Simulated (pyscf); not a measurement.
Structures and frequencies: ωB97X-D3(BJ)/def2-SVP in PySCF. Correlated levels are frozen-core, on RHF or UHF. ΔMP2 is the change of the MP2 total energy from the triple- to the quadruple-zeta basis. Singlets are restricted, triplets unrestricted.

Singlet (Å):
```xyz
4

Ge     1.3245     0.6585    -0.4393
Se     0.3085    -0.7983    -1.9510
H      0.0080     0.8297     0.4310
H     -1.0364    -0.8498    -1.3700
```

Triplet (Å):
```xyz
4

Ge    -0.0586    -0.5974    -0.0473
Se    -1.9905     0.2915     0.8895
H     -0.0522    -2.1222    -0.3605
H     -2.6060     0.7103    -0.3786
```

**Question.** For these two minima of `[GeH][SeH]`, which spin state lies lower at CCSD(T)/def2-TZVPP + ΔMP2(QZVPP), and by how much (electronic energies)?

**Answer.** The singlet, by 1.63 eV. Zero-point energy shifts E(triplet) − E(singlet) by -0.02 eV. Other isomers of :HGe–SeH [singlet] were not searched in full and may lie lower. 

E(triplet) − E(singlet) by level (eV):

```tsv
level	gap
ωB97X-D3(BJ)/def2-TZVP	+1.65
PBE/def2-TZVP	+1.54
r²SCAN/def2-TZVP	+1.36
B3LYP-D3(BJ)/def2-TZVP	+1.64
PBE0-D3(BJ)/def2-TZVP	+1.46
M06-2X/def2-TZVP	+1.35
ωB97M-D3(BJ)/def2-TZVP	+1.64
HF/def2-TZVP	+0.91
MP2/def2-QZVPP	+1.58
CCSD/def2-TZVPP	+1.48
CCSD(T)/def2-TZVPP	+1.53
CCSD(T)/def2-TZVPP + ΔMP2(QZVPP)	+1.63
```

The triplet is the lowest one reached from the SCF start used. The CCSD(T) − MP2 part came from Ansatz, without density fitting, on the same reference. The frozen core leaves the outer d or s,p core shells of the metals and heavy elements correlated in the MP2 and CC values, and def2-TZVPP describes them poorly, which can shift differences by a few kcal/mol. Elements up to Kr have no core potential and no relativistic terms here.
